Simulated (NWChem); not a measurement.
# arsenic trifluoride (AsF₃); SMILES F[As](F)F

```xyz
4

F     -1.4566    -0.3932    -0.5050
As     0.0000     0.0000     0.3839
F      1.0688    -1.0648    -0.5050
F      0.3878     1.4580    -0.5050
```
Atoms are numbered in this order, from 1.

Results from NWChem. The geometry was optimised at PBE-D3(BJ)/def2-SVP. Vertical excitations in the gas phase; the lowest state need not have the same character in each row.

| level | lowest excitation, singlet (eV) | oscillator strength of that lowest state | orbital gap (eV) |
|---|---|---|---|
| PBE/def2-SVPD, TDA | 7.40 | 0.090 | 6.45 |
| B3LYP/def2-SVPD, TDA | (withheld) | (withheld) | (withheld) |
| BHandHLYP/def2-SVPD, TDA | 8.27 | 0.221 | 11.01 |
| PBE0/def2-SVPD, TDA | 7.90 | 0.162 | 8.76 |

Task: Fill in the missing entries.

Result: 
- B3LYP/def2-SVPD, TDA, lowest excitation, singlet (eV): 7.81
- B3LYP/def2-SVPD, TDA, oscillator strength of that lowest state: 0.145
- B3LYP/def2-SVPD, TDA, orbital gap (eV): 8.29
